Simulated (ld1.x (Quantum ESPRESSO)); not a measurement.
## N (Z = 7), TM semilocal: configuration errors across variants

- Element: nitrogen (N)
- Generator: ld1.x (Quantum ESPRESSO) 7.5
- Type: norm-conserving Troullier–Martins (semilocal form)
- Functional: revPBE
- Relativity: non-relativistic
- Frozen core: [He]
- Valence charge: 5
- Reference configuration: 2s2 2p1.5 (charge +1.5)
- Partial waves: 2p (bound): rc 1.00 bohr; 2s (bound): rc 1.10 bohr
- Local potential: the s channel
- Core correction: Bessel-smoothed model core, default radius (core density twice the valence density)

All-electron excitation energies from the reference (eV): (1) 2s2 2p3 -25.835; (2) 2s2 2p2 -12.294; (3) 2s2 2p1 16.496; (4) 2s1 2p0 141.266; (5) 2s2 2p0 63.473; (6) 2s2 2p2.5 -20.766; (7) 2s2 2p3.3 -27.440.

In the semilocal form every listed channel keeps its own potential, so the choice of the local channel does not act on these tests. It acts once the file is put into the separable form.

A semilocal file is local in each channel, so a ghost entry of none says nothing of the separable form that plane-wave codes build from it.

The default core radius of the base comes out at 0.43 bohr.

2 further variants failed, have other tests or another functional or relativity, and are left out.

Errors AE − PS in meV (a dash: test not solved or not reliable):

```csv
change,(1),(2),(3),(4),(5),(6),(7),bound ghosts
base,+11,+2.7,+5.4,+181,+90,+7.2,+12,none
core correction Bessel-smoothed model core inside 0.50 bohr,+12,+3.1,+6.2,+212,+104,+8.3,+13,none
"type ultrasoft, which also changes the form from semilocal to separable; waves now 2s (bound): rcut 0.95, rcutus 1.10 bohr; 2s channel at -2.2 Ry: rcut 0.95, rcutus 1.10 bohr; 2p (bound): rcut 0.85, rcutus 1.00 bohr; 2p channel at -1.7 Ry: rcut 0.85, rcutus 1.00 bohr; local potential all-electron potential smoothed inside 0.80 bohr (lloc = -1); augmentation PSQ, inside the norm-conserving radii",-10,-2.1,-3.6,-6.1,-47,-6.2,-12,none
wave 2p (bound): rc 1.00 bohr becomes 2p (bound): rc 0.76 bohr,+6.3,+1.4,+2.6,+103,+42,+4.0,+7.2,none
"all radii but the core radius scaled by about 0.86 (s 0.94, p 0.86 bohr)",+1.8,+0.6,+1.5,+130,+29,+1.5,+1.7,none
wave 2p (bound): rc 1.00 bohr becomes 2p (bound): rc 1.14 bohr,+14,+3.8,+7.9,+257,+133,+9.8,+15,none
wave 2s (bound): rc 1.10 bohr becomes 2s (bound): rc 1.66 bohr,+56,+11,+18,+138,+252,+34,+66,none
core correction none,+18,+4.5,+9.6,+352,+185,+12,+19,none
```

Give the same row for: wave 2s (bound): rc 1.10 bohr becomes 2s (bound): rc 1.32 bohr.

+24, +5.4, +9.6, +175, +147, +15, +28; bound ghosts: none.
